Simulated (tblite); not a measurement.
Record of a relaxation.

Species: CH10B2O2Si2.
Bonds: C1–Si2, Si2–O3, O3–B4, B4–B5, B5–O6, O6–Si7. Hydrogens: H8, H9, H10 on C1; H11, H12 on Si2; H13 on B4; H14 on B5; H15, H16, H17 on Si7.

Computed with GFN2-xTB (tblite), gas phase: L-BFGS steps from a force-field or distance-geometry start until the largest atomic force falls under 0.01 eV/Å. 5 of its 155 geometries are shown.

Step 0: E = -582.5190 eV, largest atomic force 3.474 eV/Å
```
atom  x, y, z in Å  |  force x, y, z in eV/Å
C1     -1.630    1.631    0.267   -0.099   0.776   0.340
Si2    -2.255   -0.061   -0.221    0.921  -1.309  -0.759
O3     -0.938   -1.031   -0.797   -0.962   0.237   3.163
B4     -0.252   -1.547    0.367   -0.671   0.106  -2.062
B5      1.135   -0.823    0.942    0.301   2.538  -0.615
O6      1.577    0.455    0.369    1.256  -3.184  -0.592
Si7     2.740    0.066   -0.845   -1.019   0.623   1.054
H8     -1.082    2.086   -0.581   -0.282  -0.086   0.690
H9     -0.959    1.551    1.145   -0.342   0.313  -0.596
H10    -2.508    2.276    0.533    0.996  -0.395  -0.219
H11    -2.916   -0.705    0.938    0.109   0.022  -0.139
H12    -3.249    0.081   -1.282    0.211  -0.267  -0.240
H13    -0.599   -2.579    0.861   -0.286   0.273  -0.382
H14     1.708   -1.286    1.859    0.315   0.288  -0.010
H15     2.107   -0.738   -1.895    0.024  -0.023   0.087
H16     3.865   -0.673   -0.236   -0.174   0.062  -0.062
H17     3.249    1.308   -1.437   -0.297   0.027   0.344
```

Step 38: E = -584.4551 eV, largest atomic force 0.055 eV/Å
```
atom  x, y, z in Å  |  force x, y, z in eV/Å
C1     -1.699    1.749    0.287    0.031  -0.012  -0.010
Si2    -2.416    0.028   -0.086   -0.010  -0.044   0.032
O3     -1.388   -1.200    0.128    0.031   0.042   0.004
B4     -0.233   -1.758    0.469   -0.027  -0.029  -0.038
B5      1.117   -0.913    1.037   -0.015   0.007   0.019
O6      2.075   -0.413    0.272   -0.026   0.019   0.025
Si7     2.918   -0.019   -1.036    0.000  -0.044   0.017
H8     -1.139    2.135   -0.561    0.026   0.032  -0.021
H9     -1.016    1.720    1.133    0.001  -0.021   0.035
H10    -2.475    2.473    0.518   -0.002  -0.009  -0.023
H11    -3.514   -0.284    0.837    0.018  -0.003  -0.005
H12    -2.796   -0.082   -1.498    0.005  -0.001   0.009
H13    -0.220   -2.948    0.392    0.007   0.013  -0.016
H14     1.293   -0.762    2.206   -0.021   0.021   0.026
H15     2.373   -0.620   -2.258   -0.018   0.016  -0.021
H16     4.261   -0.533   -0.765    0.008   0.007  -0.018
H17     2.853    1.441   -1.084   -0.007   0.006  -0.015
```

Step 77: E = -584.4806 eV, largest atomic force 0.039 eV/Å
```
atom  x, y, z in Å  |  force x, y, z in eV/Å
C1     -1.563    1.685    0.286   -0.003  -0.022   0.001
Si2    -2.353   -0.002   -0.090   -0.015   0.001  -0.013
O3     -1.329   -1.250    0.010   -0.003   0.014   0.010
B4     -0.161   -1.755    0.393   -0.003   0.006   0.011
B5      1.041   -0.817    1.121   -0.005  -0.015  -0.004
O6      2.018   -0.270    0.405   -0.012   0.009  -0.002
Si7     2.756   -0.013   -1.002   -0.003   0.008  -0.002
H8     -0.834    1.962   -0.471    0.020  -0.006  -0.009
H9     -1.045    1.664    1.241    0.019   0.017   0.029
H10    -2.303    2.479    0.329   -0.008   0.010   0.004
H11    -3.396   -0.328    0.888    0.005   0.007  -0.006
H12    -2.820   -0.051   -1.478    0.006  -0.019  -0.011
H13    -0.026   -2.915    0.167    0.000  -0.016   0.005
H14     1.094   -0.593    2.289    0.000  -0.001  -0.017
H15     2.077   -0.636   -2.144   -0.010   0.005  -0.002
H16     4.084   -0.593   -0.812    0.011   0.013  -0.002
H17     2.754    1.445   -1.140    0.001  -0.011   0.008
```

Step 116: E = -584.4934 eV, largest atomic force 0.022 eV/Å
```
atom  x, y, z in Å  |  force x, y, z in eV/Å
C1     -1.361    1.603    0.275   -0.011   0.002   0.009
Si2    -2.273   -0.013   -0.134    0.005  -0.005  -0.006
O3     -1.376   -1.340    0.101   -0.006  -0.005  -0.012
B4     -0.221   -1.858    0.509    0.004   0.005   0.000
B5      0.995   -0.868    1.135    0.004   0.004   0.010
O6      1.886   -0.261    0.362    0.010   0.001   0.017
Si7     2.573    0.132   -1.037   -0.007  -0.005   0.007
H8     -0.450    1.696   -0.314   -0.008   0.008   0.003
H9     -1.070    1.634    1.323    0.018  -0.009   0.009
H10    -1.970    2.482    0.082   -0.011   0.006  -0.018
H11    -3.425   -0.224    0.748    0.007   0.017  -0.006
H12    -2.605   -0.075   -1.560   -0.003  -0.006  -0.008
H13    -0.134   -3.038    0.396   -0.007  -0.007   0.000
H14     1.099   -0.625    2.296    0.013  -0.011   0.009
H15     1.884   -0.431   -2.205   -0.008  -0.003   0.003
H16     3.931   -0.395   -0.923    0.002   0.008  -0.014
H17     2.509    1.594   -1.065   -0.003   0.000  -0.003
```

Step 154: E = -584.5035 eV, largest atomic force 0.009 eV/Å
```
atom  x, y, z in Å  |  force x, y, z in eV/Å
C1     -1.299    1.644    0.217   -0.006  -0.004   0.004
Si2    -2.164    0.007   -0.211    0.004   0.001  -0.007
O3     -1.304   -1.319    0.125   -0.004  -0.005   0.000
B4     -0.200   -1.896    0.589    0.000   0.006   0.007
B5      1.066   -0.983    1.236    0.003   0.003   0.005
O6      1.903   -0.315    0.449    0.000  -0.001  -0.002
Si7     2.389    0.169   -1.007    0.000   0.002   0.002
H8     -0.380    1.766   -0.352    0.003   0.003  -0.006
H9     -1.031    1.685    1.271    0.000  -0.003   0.001
H10    -1.932    2.501    0.007    0.002   0.005   0.002
H11    -3.380   -0.166    0.589   -0.001  -0.003   0.001
H12    -2.392   -0.096   -1.656   -0.002   0.001  -0.002
H13    -0.178   -3.081    0.488    0.000  -0.009   0.000
H14     1.274   -0.860    2.401    0.001   0.003  -0.004
H15     1.602   -0.400   -2.108   -0.006   0.002  -0.001
H16     3.782   -0.269   -1.077   -0.002  -0.002  -0.002
H17     2.237    1.625   -0.970    0.008   0.000   0.003
```

**Question.** Summarise the path.

**Answer.** The energy falls by 45.76 kcal/mol from step 0 to step 154; nine tenths of that is first reached at step 18. It never rises by more than 0.2 meV. The largest force goes from 3.474 to 0.009 eV/Å. Among the bonds B5–O6 changes most, from 1.468 to 1.329 Å; the atoms move by 0.731 Å rms after alignment.

The cost below is that of the whole relaxation. On Arm Neoverse V1, one thread, no GPU, shared host, this took 1.1 s wall.
